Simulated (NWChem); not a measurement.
Ionisation of HSi

```xyz
2

Si     0.0000     0.0000     0.1027
H      0.0000     0.0000    -1.4375
```
Charge 0, spin multiplicity 2.

The numbers come from NWChem runs, not from measurements. All single points use one geometry, from UPBE0/def2-SVP, a minimum by its harmonic frequencies.

Basis set: def2-TZVP. −ε marks an orbital energy of the parent.

B3LYP has NWChem's definition, with VWN1-RPA local correlation. This spin state was chosen for the runs; another may lie lower. The structure started from a generated list of species. The unpaired electrons of the parent sit in orbitals of symmetry b1 (C2v labels of the run); other states weren't searched. The stability of the SCF solutions was not checked.

Problem. One of these methods gave a first vertical ionisation energy of 5.20 eV. Which?
A) −ε(alpha HOMO) of M06-2X
B) −ε(alpha HOMO) of B3LYP
C) −ε(alpha HOMO) of PBE0
D) −ε(alpha HOMO) of PBE

Solution. B, −ε(alpha HOMO) of B3LYP. The others give 5.53 (−ε(alpha HOMO) of PBE0), 4.49 (−ε(alpha HOMO) of PBE), 6.12 (−ε(alpha HOMO) of M06-2X).
